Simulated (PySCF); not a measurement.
C3F5, SMILES F[C]=C(F)C(F)(F)F, multiplicity 2. Geometry optimised at PBE0-D3(BJ)/def2-SVP. The isomer is the one that the SMILES or the coordinates give; other isomers of the formula were not compared.

Question: Give the equilibrium geometry at PBE0-D3(BJ)/def2-SVP (PySCF confirms it by a frequency run) as Cartesian coordinates in Å, and its point group. (The exact figures need the calculation; the answer reports its results.)

Answer: point group Cs.
```xyz
8

F     -0.4297     2.7732     0.0000
C     -0.6017     1.4993     0.0000
C      0.2706     0.5038     0.0000
F      1.5889     0.6830     0.0000
C     -0.1516    -0.9355     0.0000
F      0.3197    -1.5677    -1.0731
F     -1.4769    -1.0325     0.0000
F      0.3197    -1.5677     1.0731
```
Charge 0, spin multiplicity 2.
